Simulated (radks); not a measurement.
Q: Species: In II. Configuration: [Kr] 4d10 5s2 (the NIST ground configuration). Calculated with a radial shooting solver on a logarithmic mesh with Libxc functionals: Dirac Kohn-Sham, PBE, spin-unpolarised, spherical densities, finite nucleus; Fermi nuclear charge, rms radius 4.6156 fm. Some entries of the table are withheld. Estimate them.

| orbital | occ. | eigenvalue (eV) | <r> (bohr) |
|---|---|---|---|
| 1s1/2 | 2 | -27742.67 | 0.02971 |
| 2s1/2 | 2 | -4159.095 | 0.1281 |
| 2p1/2 | 2 | -3879.148 | 0.1085 |
| 2p3/2 | 4 | -3668.272 | 0.1137 |
| 3s1/2 | 2 | -795.3148 | 0.3483 |
| 3p1/2 | 2 | -682.3286 | 0.3394 |
| 3p3/2 | 4 | -644.2387 | 0.3505 |
| 3d3/2 | 4 | (1) | 0.3223 |
| 3d5/2 | 6 | (2) | 0.3258 |
| 4s1/2 | 2 | -127.0353 | 0.8482 |
| 4p1/2 | 2 | -90.1487 | 0.9014 |
| 4p3/2 | 4 | -83.5026 | 0.9317 |
| 4d3/2 | 4 | (3) | 1.169 |
| 4d5/2 | 6 | (4) | 1.185 |
| 5s1/2 | 2 | -14.9227 | 2.483 |

A: 
(1) 3d3/2 eigenvalue (eV): -444.4120
(2) 3d5/2 eigenvalue (eV): -436.6084
(3) 4d3/2 eigenvalue (eV): -26.5859
(4) 4d5/2 eigenvalue (eV): -25.7239
